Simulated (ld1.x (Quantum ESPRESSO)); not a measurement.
# Before and after: TM potential for Si (Z = 14)

```json
{
  "Element": "silicon",
  "Generator": "ld1.x (Quantum ESPRESSO) 7.5",
  "Type": "norm-conserving Troullier–Martins (Kleinman–Bylander form)",
  "Functional": "LDA (PZ)",
  "Relativity": "non-relativistic",
  "Frozen core": "[Ne]",
  "Valence charge": "4",
  "Reference configuration": "3s1 3p3",
  "Partial waves": "3p (bound): rc 1.55 bohr; 3d channel at 0.4 Ry: rc 1.85 bohr; 3s (bound): rc 1.85 bohr",
  "Local potential": "the s channel",
  "Core correction": "none"
}
```

Change: core correction a·sin(br)/r model core inside 1.16 bohr.

Cutoffs: the cutoffs (Ry, on a coarse ladder) from which the occupation-weighted sum of valence levels, in a spherical-Bessel basis at the reference potential, stays within 10 and 1 mRy of its value at 400 Ry; they do not see the model core or the augmentation charge, which bear on the density cutoff. Errors are all-electron minus pseudo energies relative to the spin-unpolarised reference configuration.

Question: Predict the effect on cutoff, ghosts and configuration errors.

Answer: The potential gets neither clearly harder nor softer (30 Ry and 45 Ry → 30 Ry and 45 Ry); of the 9 tests that both files solve, the error grows in 0 and shrinks in 9 by more than 15 % and 0.3 meV (median size 6.1 → 3.7 meV); neither file shows a bound ghost. Exchange and correlation are not linear in the density, so unscreening with the valence charge alone errs where core and valence overlap; a model core restores that term. A model core, the more so a compact one, raises the density cutoff, which this test does not measure.

```tsv
quantity	base	changed
cutoff, loose	30 Ry	30 Ry
cutoff, tight	45 Ry	45 Ry
bound ghosts	none	none
error for 3s2 3p2, meV [ΔE -6.75 eV]	+5.4	+0.5
error for 3s2 3p1, meV [ΔE 1.09 eV]	+3.1	+1.0
error for 3s2 3p0, meV [ΔE 17.22 eV]	+21	+14
error for 3s1 3p2, meV [ΔE 8.44 eV]	+5.3	+3.7
error for 3s0 3p4, meV [ΔE 6.91 eV]	+6.1	+0.6
error for 3s1 3p0, meV [ΔE 51.29 eV]	+178	+51
error for 3s2 3p1.5, meV [ΔE -3.78 eV]	+3.5	-0.3
error for 3s1 3p3 (spin-polarised), meV [ΔE -3.07 eV]	+400	+28
error for 3s2 3p2 (spin-polarised), meV [ΔE -7.36 eV]	+46	+5.6
s: phases at 2.00 bohr within 0.05 rad from the reference energy up to (Ry; the scan ends near 5)	3.6	3.6
p: phases at 2.00 bohr within 0.05 rad from the reference energy up to (Ry; the scan ends near 5)	3.1	3.1
d: phases at 2.00 bohr within 0.05 rad from the reference energy up to (Ry; the scan ends near 5)	to the end of the scan	to the end of the scan
```
